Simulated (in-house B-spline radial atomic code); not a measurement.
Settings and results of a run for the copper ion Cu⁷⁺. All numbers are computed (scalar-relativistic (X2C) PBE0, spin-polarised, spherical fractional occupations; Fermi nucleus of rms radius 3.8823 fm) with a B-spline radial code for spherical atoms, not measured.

Command:
```bash
python run_scf.py task.json out
```
Settings (nuclear radius in fm, mass in u):
```
Z                29
configuration    [Ar] 3d4
hamiltonian      x2c
method           pbe0
spin_polarised   True
nucleus          fermi
rms_radius       3.8823
atomic_mass      62.9296
speed_of_light   137.035999084
```

Output (hartree, bohr):
```
 radial grid: 65 intervals, B-splines of order 8, outer radius 8.961 bohr

 iter        energy (Eh)    residual
    1       -1620.566247    1.06e+00
    2       -1634.632557    5.26e-01
    3       -1637.688295    1.63e-01
    4       -1638.004520    4.85e-02
    5       -1638.026683    2.05e-02
    6       -1638.032868    9.29e-04
    7       -1638.032877    1.49e-05
    8       -1638.032877    5.33e-07
    9       -1638.032877    8.22e-08

 total energy                     -1638.03288
 kinetic                            1666.8763
 electron-nucleus                  -3817.7115
 Hartree                             575.6279
 exact exchange                      -15.4072
 exchange-correlation                -47.4185

 orbital      occ     eigenvalue          <r>       <r^2>       <1/r>       r_max
 1s up      1.000      -332.8163    0.0517849  0.00362014     29.6396     0.03372
 1s down    1.000      -332.8162    0.0517841  0.00361998     29.6399     0.03372
 2s up      1.000       -45.8800     0.234767   0.0650876     6.40868      0.1966
 2s down    1.000       -45.7236     0.234199   0.0647495       6.425      0.1963
 2p up      3.000       -40.3866     0.206449   0.0522828     6.21068      0.1583
 2p down    3.000       -40.2559     0.205764   0.0518936     6.22635      0.1581
 3s up      1.000       -10.1461      0.67227    0.517312     2.13093       0.599
 3s down    1.000        -9.8497      0.67618    0.523524     2.11285      0.6004
 3p up      3.000        -8.4674     0.685907    0.546625     2.00126      0.5984
 3p down    3.000        -8.1478     0.691969    0.556668     1.97883      0.6007
 3d up      4.000        -5.7342     0.694567    0.579371     1.77832       0.541
```


Caution: exact exchange at fractional occupations of open shells leaves self-interaction of up to several eV.

One-electron X2C: radii and densities carry no picture-change correction, so inner-shell <1/r> comes out high (for 1s by about 2 % at Z = 33, 5 % at 54, 10 % at 75, 30 % at 118) and <r> low.
